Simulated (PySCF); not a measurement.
# Computed records: CH9Ge2N, CH8Ge2Si, BGe2H5O, CH5AlGeN and others

Calculation on a computer-drawn molecule: the log of a Hartree-Fock and frozen-core CCSD(T) single point meant for a local Hartree-Fock minimum, with one planted fault or none, to be diagnosed. Offsets are logged minus clean, where the clean run is the same molecule without the fault. The reference is restricted for singlets and unrestricted otherwise, and also for a bond in bohr or an excited solution. Adding or removing an electron swaps singlet and doublet. The excited solution moves the top pair (singlet) or top alpha electron (doublet) to the lowest empty orbital. Highest occupied and lowest empty are orbital energies over both spins, largest force is the largest gradient component, triples share is (T) over the correlation energy, the T1 limit is 0.02 restricted and 0.045 unrestricted, electrons count all cores, a negative frequency is imaginary (commonest isotopes), and the dipole is about the centre of nuclear charge; on germanium a core potential holds 10 electrons, which the energies leave out, and 3d is frozen in MP2 and coupled-cluster steps. Program: PySCF 2.14.0.

Common to all runs: meant multiplicity 1; meant basis and core potential on germanium cc-pVDZ-PP ECP10MDF; logged SCF converged yes; possible faults no fault, one electron removed, one electron added, multiplicity raised by two, geometry at a saddle point, SCF held on an excited solution, minimal basis STO-3G, one bond length entered in bohr, all coordinates scaled.

(1) 
```xyz
13
formula=CH9Ge2N meant_charge=0 meant_basis=cc-pVDZ logged_electrons=85 logged_basis_functions=119 logged_spin_squared=0.7645 logged_highest_occupied=-16.672 logged_lowest_empty=-5.2869 logged_largest_force=0.067778 logged_T1_diagnostic=0.026129 logged_D1_diagnostic=0.16956 logged_triples_share=0.02694 logged_CC_converged=yes logged_dipole_magnitude=4.3188 logged_SCF_stable_within_its_kind=yes logged_energy_HF=-684.00911 logged_energy_CCSD(T)=-684.57619 planted_fault=one_electron_removed HF_energy_offset_from_clean_run=171.6 CCSD(T)_energy_offset_from_clean_run=192.9
Ge    -1.2724     1.4449    -0.1637
C     -0.3492     0.7815    -1.7816
N      0.3511    -0.4826    -1.5603
Ge     1.9914    -0.5501    -0.7137
H     -0.2792     1.7256     0.9713
H     -1.9974     2.7566    -0.5027
H     -2.2958     0.4116     0.3169
H      0.2892     1.5789    -2.1860
H     -1.1394     0.6222    -2.5198
H      0.3714    -1.0266    -2.4048
H      1.8004    -0.3822     0.7932
H      2.5735    -1.9294    -1.0288
H      2.9438     0.5484    -1.2184
```

Units: logged_highest_occupied, logged_lowest_empty in eV; logged_largest_force in hartree/bohr; logged_dipole_magnitude in debye; logged_energy_HF, logged_energy_CCSD(T) in hartree; HF_energy_offset_from_clean_run, CCSD(T)_energy_offset_from_clean_run in kcal/mol.

Drawn bonds:
```
atom  other atom  order
   1           2      1
   2           3      1
   3           4      1
   1           5      1
   1           6      1
   1           7      1
   2           8      1
   2           9      1
   3          10      1
   4          11      1
   4          12      1
   4          13      1
```

(2) 
```xyz
12
formula=CH8Ge2Si meant_charge=0 meant_basis=cc-pV(D+d)Z logged_electrons=92 logged_basis_functions=123 logged_spin_squared=0 logged_highest_occupied=-8.6187 logged_lowest_empty=1.5922 logged_largest_force=3.744e-05 logged_lowest_frequency=32.794 logged_T1_diagnostic=0.014116 logged_D1_diagnostic=0.046946 logged_triples_share=0.033767 logged_CC_converged=yes logged_dipole_magnitude=1.5453 logged_SCF_stable_within_its_kind=yes logged_energy_HF=-918.14999 logged_energy_CCSD(T)=-918.67234 planted_fault=no_fault HF_energy_offset_from_clean_run=0 CCSD(T)_energy_offset_from_clean_run=0
Ge    -1.5704    -0.6616    -1.4286
C     -0.7717     0.6548    -0.2546
Si     0.5782     0.4396     0.7572
Ge     1.8385    -1.5933     0.9754
H     -0.7958    -1.9839    -1.3246
H     -1.5385    -0.1931    -2.8905
H     -3.0353    -0.9254    -1.0513
H     -1.2473     1.6337    -0.2528
H      1.0613     1.5583     1.5951
H      2.4511    -1.9943    -0.3667
H      2.9640    -1.3507     1.9865
H      0.9477    -2.7276     1.4826
```

Units: logged_highest_occupied, logged_lowest_empty in eV; logged_largest_force in hartree/bohr; logged_lowest_frequency in cm⁻¹; logged_dipole_magnitude in debye; logged_energy_HF, logged_energy_CCSD(T) in hartree; HF_energy_offset_from_clean_run, CCSD(T)_energy_offset_from_clean_run in kcal/mol.

Drawn bonds:
```
atom  other atom  order
   1           2      1
   2           3      2
   3           4      1
   1           5      1
   1           6      1
   1           7      1
   2           8      1
   3           9      1
   4          10      1
   4          11      1
   4          12      1
```

(3) 
```xyz
9
formula=BGe2H5O meant_charge=0 meant_basis=cc-pVDZ logged_electrons=81 logged_basis_functions=99 logged_spin_squared=0.7826 logged_highest_occupied=-15.982 logged_lowest_empty=-6.2212 logged_largest_force=0.071686 logged_T1_diagnostic=0.023743 logged_D1_diagnostic=0.098813 logged_triples_share=0.029815 logged_CC_converged=yes logged_dipole_magnitude=4.6793 logged_SCF_stable_within_its_kind=yes logged_energy_HF=-688.95422 logged_energy_CCSD(T)=-689.44013 planted_fault=one_electron_removed HF_energy_offset_from_clean_run=164.4 CCSD(T)_energy_offset_from_clean_run=178.2
Ge     1.2317     1.6676     3.4421
B      2.2182     3.0829     2.1768
O      2.2618     3.1293     0.8321
Ge     1.6142     1.9852    -0.3872
H      2.5376     0.7731     3.5607
H      2.7792     3.9823     2.7726
H      2.8006     1.4686    -1.1890
H      0.6302     2.7633    -1.2502
H      0.9185     0.8554     0.3813
```

Units: logged_highest_occupied, logged_lowest_empty in eV; logged_largest_force in hartree/bohr; logged_dipole_magnitude in debye; logged_energy_HF, logged_energy_CCSD(T) in hartree; HF_energy_offset_from_clean_run, CCSD(T)_energy_offset_from_clean_run in kcal/mol.

Drawn bonds:
```
atom  other atom  order
   1           2      1
   2           3      1
   3           4      1
   1           5      1
   2           6      1
   4           7      1
   4           8      1
   4           9      1
```

(4) 
```xyz
9
formula=CH5AlGeN meant_charge=1 meant_basis=cc-pV(D+d)Z logged_electrons=62 logged_basis_functions=99 logged_spin_squared=2.0236 logged_highest_occupied=-10.584 logged_lowest_empty=-5.2197 logged_largest_force=0.097002 logged_T1_diagnostic=0.01698 logged_D1_diagnostic=0.066371 logged_triples_share=0.026968 logged_CC_converged=yes logged_dipole_magnitude=7.6368 logged_SCF_stable_within_its_kind=yes logged_energy_HF=-630.19794 logged_energy_CCSD(T)=-630.66193 planted_fault=multiplicity_raised_by_two HF_energy_offset_from_clean_run=52.2 CCSD(T)_energy_offset_from_clean_run=73.02
N     -1.9586     0.4252     0.5564
Al    -0.2674     0.1912     0.3532
C      1.5310    -0.1018     0.1461
Ge     2.4016    -1.6572     0.3382
H     -2.6472     0.3514    -0.1733
H     -2.4105     0.6807     1.4183
H      2.1497     0.7523    -0.1227
H      1.6624    -2.9272     0.7110
H      3.8953    -1.7829     0.1417
```

Units: logged_highest_occupied, logged_lowest_empty in eV; logged_largest_force in hartree/bohr; logged_dipole_magnitude in debye; logged_energy_HF, logged_energy_CCSD(T) in hartree; HF_energy_offset_from_clean_run, CCSD(T)_energy_offset_from_clean_run in kcal/mol.

Drawn bonds:
```
atom  other atom  order
   1           2      1
   2           3      1
   3           4      2
   1           5      1
   1           6      1
   3           7      1
   4           8      1
   4           9      1
```

(5) 
```xyz
12
formula=CH8AlGeN meant_charge=0 meant_basis=cc-pV(D+d)Z logged_electrons=66 logged_basis_functions=114 logged_spin_squared=0 logged_highest_occupied=-10.435 logged_lowest_empty=2.1782 logged_largest_force=0.03592 logged_T1_diagnostic=0.01368 logged_D1_diagnostic=0.048468 logged_triples_share=0.027849 logged_CC_converged=yes logged_dipole_magnitude=1.4409 logged_SCF_stable_within_its_kind=yes logged_energy_HF=-632.28268 logged_energy_CCSD(T)=-632.85138 planted_fault=all_coordinates_scaled,by_+5.2_% HF_energy_offset_from_clean_run=16.02 CCSD(T)_energy_offset_from_clean_run=9.92
N      0.8294     1.6128     2.6676
Al     1.1990     1.9047     0.8709
C      0.7555     0.4577    -0.5317
Ge     2.3354    -0.6856    -1.2195
H      1.0455     2.2949     3.4433
H      0.3858     0.7473     3.0767
H      1.8964     3.3560     0.4540
H      0.2943     0.9628    -1.4616
H     -0.0338    -0.2754    -0.1197
H      3.4821     0.2536    -1.8645
H      3.0009    -1.5206    -0.0048
H      1.8513    -1.7370    -2.3465
```

Units: logged_highest_occupied, logged_lowest_empty in eV; logged_largest_force in hartree/bohr; logged_dipole_magnitude in debye; logged_energy_HF, logged_energy_CCSD(T) in hartree; HF_energy_offset_from_clean_run, CCSD(T)_energy_offset_from_clean_run in kcal/mol.

Drawn bonds:
```
atom  other atom  order
   1           2      1
   2           3      1
   3           4      1
   1           5      1
   1           6      1
   2           7      1
   3           8      1
   3           9      1
   4          10      1
   4          11      1
   4          12      1
```

(6) 
```xyz
10
formula=CH6AlGeN meant_charge=0 meant_basis=cc-pV(D+d)Z logged_electrons=63 logged_basis_functions=104 logged_spin_squared=0.7727 logged_highest_occupied=-12.342 logged_lowest_empty=-6.1016 logged_largest_force=0.08194 logged_dipole_magnitude=9.4406 logged_SCF_stable_within_its_kind=yes logged_energy_HF=-630.80818 planted_fault=one_electron_removed HF_energy_offset_from_clean_run=180
N      0.8080     3.8609     2.0316
Al     0.2272     3.0085     0.5955
C     -0.2647     1.1524     0.6520
Ge    -0.8478     0.2781    -0.7756
H      1.0757     4.8270     2.0521
H      0.9221     3.4638     2.9452
H      0.1225     3.8273    -0.7551
H     -0.2099     0.5496     1.5568
H     -1.0007     0.9308    -2.1419
H     -1.2523    -1.1926    -0.7929
```

Units: logged_highest_occupied, logged_lowest_empty in eV; logged_largest_force in hartree/bohr; logged_dipole_magnitude in debye; logged_energy_HF in hartree; HF_energy_offset_from_clean_run in kcal/mol.

Drawn bonds:
```
atom  other atom  order
   1           2      1
   2           3      1
   3           4      2
   1           5      1
   1           6      1
   2           7      1
   3           8      1
   4           9      1
   4          10      1
```

Notes: coupled-cluster numbers left out as unreliable.

(7) 
```xyz
9
formula=AlClGeH5N meant_charge=0 meant_basis=cc-pV(D+d)Z logged_electrons=74 logged_basis_functions=108 logged_spin_squared=0 logged_highest_occupied=-10.139 logged_lowest_empty=1.2101 logged_largest_force=0.036809 logged_T1_diagnostic=0.015141 logged_D1_diagnostic=0.054935 logged_triples_share=0.025859 logged_CC_converged=yes logged_dipole_magnitude=3.5664 logged_SCF_stable_within_its_kind=yes logged_energy_HF=-1052.23336 logged_energy_CCSD(T)=-1052.77215 planted_fault=all_coordinates_scaled,by_+4.9_% HF_energy_offset_from_clean_run=11.08 CCSD(T)_energy_offset_from_clean_run=7.113
N     -0.0916     3.0088     2.3034
Al    -0.4704     2.7412     0.5219
Ge    -0.6155     0.2381    -0.2633
Cl    -0.1988    -1.0486     1.6261
H      0.0023     3.9416     2.7813
H      0.0651     2.2337     2.9990
H     -0.7013     4.0204    -0.5005
H     -2.0462    -0.2781    -0.7842
H      0.4850    -0.2550    -1.3266
```

Units: logged_highest_occupied, logged_lowest_empty in eV; logged_largest_force in hartree/bohr; logged_dipole_magnitude in debye; logged_energy_HF, logged_energy_CCSD(T) in hartree; HF_energy_offset_from_clean_run, CCSD(T)_energy_offset_from_clean_run in kcal/mol.

Drawn bonds:
```
atom  other atom  order
   1           2      1
   2           3      1
   3           4      1
   1           5      1
   1           6      1
   2           7      1
   3           8      1
   3           9      1
```

(8) 
```xyz
9
formula=AlGeH5N2 meant_charge=0 meant_basis=cc-pV(D+d)Z logged_electrons=64 logged_basis_functions=99 logged_spin_squared=0 logged_highest_occupied=-5.0055 logged_lowest_empty=-1.638 logged_largest_force=0.040401 logged_dipole_magnitude=1.6757 logged_SCF_stable_within_its_kind=no logged_energy_HF=-646.95487 planted_fault=SCF_held_on_an_excited_solution HF_energy_offset_from_clean_run=119
N     -0.7796    -0.6889     2.5361
Al     0.3959    -1.6989     1.6713
Ge     2.6091    -0.6071     0.8020
N      1.8353     0.9873     0.3716
H     -1.6580    -1.0083     2.9029
H     -0.6538     0.2772     2.7755
H     -0.0324    -3.2215     1.4966
H      0.8730     1.2524     0.4597
H      2.3819     1.7315    -0.0216
```

Units: logged_highest_occupied, logged_lowest_empty in eV; logged_largest_force in hartree/bohr; logged_dipole_magnitude in debye; logged_energy_HF in hartree; HF_energy_offset_from_clean_run in kcal/mol.

Drawn bonds:
```
atom  other atom  order
   1           2      1
   2           3      1
   3           4      1
   1           5      1
   1           6      1
   2           7      1
   4           8      1
   4           9      1
```

Notes: coupled-cluster numbers left out as unreliable.

(9) 
```xyz
8
formula=AlClGeH4N meant_charge=1 meant_basis=cc-pV(D+d)Z logged_electrons=72 logged_basis_functions=103 logged_spin_squared=2.0353 logged_highest_occupied=-11.915 logged_lowest_empty=-6.3172 logged_largest_force=0.11519 logged_T1_diagnostic=0.026633 logged_D1_diagnostic=0.14671 logged_triples_share=0.025412 logged_CC_converged=yes logged_dipole_magnitude=7.1512 logged_SCF_stable_within_its_kind=yes logged_energy_HF=-1051.28459 logged_energy_CCSD(T)=-1051.75217 planted_fault=multiplicity_raised_by_two HF_energy_offset_from_clean_run=70.44 CCSD(T)_energy_offset_from_clean_run=93.89
N      1.4709     0.3611     0.1960
Ge     2.5640    -0.5368    -0.8246
Al     2.0320    -2.0624    -2.9038
Cl     4.5236    -0.2164    -0.1238
H      0.4746     0.3666     0.0638
H      1.7742     0.9222     0.9745
H      0.4962    -2.1257    -3.1220
H      3.3532    -2.6020    -3.5092
```

Units: logged_highest_occupied, logged_lowest_empty in eV; logged_largest_force in hartree/bohr; logged_dipole_magnitude in debye; logged_energy_HF, logged_energy_CCSD(T) in hartree; HF_energy_offset_from_clean_run, CCSD(T)_energy_offset_from_clean_run in kcal/mol.

Drawn bonds:
```
atom  other atom  order
   1           2      1
   2           3      1
   2           4      1
   1           5      1
   1           6      1
   3           7      1
   3           8      1
```

(10) 
```xyz
9
formula=BGeH5NO meant_charge=1 meant_basis=cc-pVDZ logged_electrons=56 logged_basis_functions=90 logged_spin_squared=0.517 logged_highest_occupied=-12.154 logged_lowest_empty=-5.9579 logged_largest_force=0.029194 logged_T1_diagnostic=0.06211 logged_D1_diagnostic=0.3484 logged_triples_share=0.031212 logged_CC_converged=yes logged_dipole_magnitude=1.1176 logged_SCF_stable_within_its_kind=yes logged_energy_HF=-449.99568 logged_energy_CCSD(T)=-450.56751
N     -0.6107    -2.4197    -0.5651
Ge     0.0593    -1.4302    -1.8277
B     -1.1161     2.4558    -2.0038
O     -0.6719     3.2933    -2.9084
H     -0.3829    -3.3909    -0.4382
H     -1.2674    -2.0802     0.1162
H      1.0158    -2.2384    -2.6864
H     -1.8969     2.7619    -1.1626
H     -0.0493     3.0391    -3.5751
```

Units: logged_highest_occupied, logged_lowest_empty in eV; logged_largest_force in hartree/bohr; logged_dipole_magnitude in debye; logged_energy_HF, logged_energy_CCSD(T) in hartree.

Drawn bonds:
```
atom  other atom  order
   1           2      1
   2           3      1
   3           4      1
   1           5      1
   1           6      1
   2           7      1
   3           8      1
   4           9      1
```

Notes: T1 above single-reference limit.

**Q.** BGeH5NO (entry 10): planted fault?
**A.** one bond length entered in bohr, row 2 of the drawn bonds

Further results for BGeH5NO (entry 10):

- HF energy offset from clean run: 62.27 kcal/mol
- CCSD(T) energy offset from clean run: 62.31 kcal/mol
